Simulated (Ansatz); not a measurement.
Relaxation of CH$_{7}$Al$_{2}$NO (12 atoms, charge 0, multiplicity 1), to a largest force component of 0.02 eV/Å in at most 50 steps.

Theory: RKS PBE-D4/def2-SVP in Ansatz 0.2.0.

```xyz
12
Properties=species:S:1:pos:R:3:forces:R:3
C -1.685 0.601 -1.740 -0.37 1.04 -0.69
Al -0.980 -0.635 -0.427 -0.73 0.08 0.19
Al 1.188 -0.114 0.596 2.74 0.37 0.73
N 1.899 -1.115 2.111 -2.44 0.68 0.39
O 2.257 1.234 -0.080 -1.78 0.01 1.70
H -2.433 0.126 -2.426 0.22 0.25 0.08
H -2.250 1.454 -1.213 0.50 -0.79 -0.35
H -0.871 1.106 -2.355 -0.63 -0.42 0.40
H -1.951 -1.603 0.400 -0.15 -0.24 -0.12
H 1.841 -2.125 1.842 0.03 0.37 0.22
H 1.079 -1.036 2.872 1.89 -0.29 -1.61
H 1.982 2.053 0.454 0.71 -1.07 -0.95
```

Problem. Where does it end, and by what steps?

Solution. The run converged. The force dipped under the threshold on the way, but the program's further checks kept it going. After 15 steps the energy has fallen by 1.293 eV; H10 moved furthest, 1.49 Å.

| step | energy less start (eV) | largest force component (eV/Å) | accepted |
| --- | --- | --- | --- |
| 0 | 0.0000 | 2.745 | yes |
| 1 | -0.4860 | 1.234 | yes |
| 2 | -0.6398 | 1.383 | yes |
| 3 | -0.7549 | 0.905 | yes |
| 4 | -0.8543 | 1.211 | yes |
| 5 | -0.9981 | 0.488 | yes |
| 6 | -1.0971 | 0.406 | yes |
| 7 | -1.1814 | 0.376 | yes |
| 8 | -1.2070 | 0.321 | yes |
| 9 | -1.2507 | 0.186 | yes |
| 10 | -1.2806 | 0.276 | yes |
| 11 | -1.2909 | 0.046 | yes |
| 12 | -1.2924 | 0.017 | yes |
| 13 | -1.2928 | 0.037 | yes |
| 14 | -1.2930 | 0.054 | yes |
| 15 | -1.2931 | 0.014 | yes |

```xyz
12
Properties=species:S:1:pos:R:3
C -1.886 0.654 -1.847
Al -1.236 -0.411 -0.319
Al 1.093 -0.061 0.727
N 1.695 -1.099 2.064
O 2.092 1.214 0.110
H -2.398 0.024 -2.607
H -2.650 1.381 -1.486
H -1.087 1.238 -2.348
H -2.256 -1.510 0.283
H 2.597 -1.052 2.545
H 1.136 -1.857 2.465
H 2.977 1.423 0.447
```

Whether the end is a true minimum wasn't checked by a vibrational analysis.

The run took 21 s on 2 threads of Intel(R) Xeon(R) 6975P-C (Granite Rapids), with other jobs on the host, peak memory 0.17 GiB.
